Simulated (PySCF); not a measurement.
C₄H₇FN₂Si.
SMILES: `FCc1cncn1[SiH3]`

A linear-response calculation (PySCF, def2-SVPD basis, gas phase, vertical, core orbitals frozen in the response) gave these numbers; the functional is withheld.

Orbital energies (eV): HOMO-3 -11.59, HOMO-2 -9.64, HOMO-1 -9.40, HOMO -8.19, LUMO 0.74, LUMO+1 1.00, LUMO+2 1.20.

| state | E (eV) | f | main configurations (H = HOMO, L = LUMO) |
| --- | --- | --- | --- |
| S1 | 6.11 | 0.159 | H→L (85%), H→L+2 (9%) |
| S2 | 6.39 | 0.0026 | H-1→L (48%), H-1→L+2 (24%), H-1→L+1 (11%) |
| S3 | 6.44 | 0.030 | H→L+1 (61%), H→L+2 (22%) |
| S4 | 6.80 | 0.0014 | H→L+4 (37%), H-2→L (26%), H-2→L+2 (10%) |
| S5 | 7.02 | 0.0078 | H→L+2 (41%), H→L+1 (27%), H→L+3 (13%) |
| S6 | 7.27 | 0.012 | H→L+3 (68%), H→L+2 (13%) |

Triplets, Tamm–Dancoff:

```csv
state,E (eV),λ (nm),"main configurations (H = HOMO, L = LUMO)"
T1,4.22,294.1,"H→L (50%), H→L+2 (28%), H→L+1 (12%)"
T2,5.56,223.0,"H→L+4 (31%), H→L+7 (20%), H-2→L (9%)"
T3,5.87,211.1,"H-1→L (32%), H-1→L+2 (19%), H-1→L+4 (16%)"
T4,6.02,205.8,"H-2→L (38%), H-2→L+2 (20%), H-2→L+1 (9%)"
```

Vertical ionisation energy by ΔSCF with the same functional: 8.91 eV. Mean static polarisability: 85.1 au.

Question: Name the functional.
A. PBE0
B. CAM-B3LYP
C. PBE
D. HF

Answer: B. CAM-B3LYP is range-separated, 19% exact exchange at short range and 65% at long range (ω = 0.33 bohr⁻¹). In this run −ε(HOMO) = 8.19 eV differs from the ΔSCF value by -0.71 eV, and S1 differs from the orbital gap of 8.93 eV by -2.82 eV. The ratio −ε(HOMO)/IP is 0.92. Usual ranges for neutral molecules in this basis: 0.85 to 0.93 with CAM-B3LYP, 0.5 to 0.7 with PBE, 0.7 to 0.83 with PBE0; with Hartree–Fock the ratio is 1 or more (Koopmans' value less the relaxation energy is the ΔSCF value). The other options: PBE, a GGA without exact exchange; HF, time-dependent Hartree–Fock, 100% exact exchange; PBE0, a global hybrid with 25% exact exchange.

The calculation used PySCF 2.14.0, density-fitted response routines, TDDFT CAM-B3LYP/def2-SVPD, vertical, gas phase, core orbitals frozen in the response. One conformer (not necessarily the lowest) at the PBE0-D3(BJ)/def2-SVP geometry, without solvent, vibrations or thermal averaging.

The run took 2.1 min wall (grids of density and orbitals included) on one thread, Intel Xeon Platinum 8259CL at 2.50 GHz (x86_64), shared host, and the process peaked at 1.1 GiB of memory.

The values belong to the conformer `[F:1][CH2:2][c:3]1[cH:4][n:5][cH:6][n:7]1[SiH3:8]`: F1–C2–C3–C4 132°.
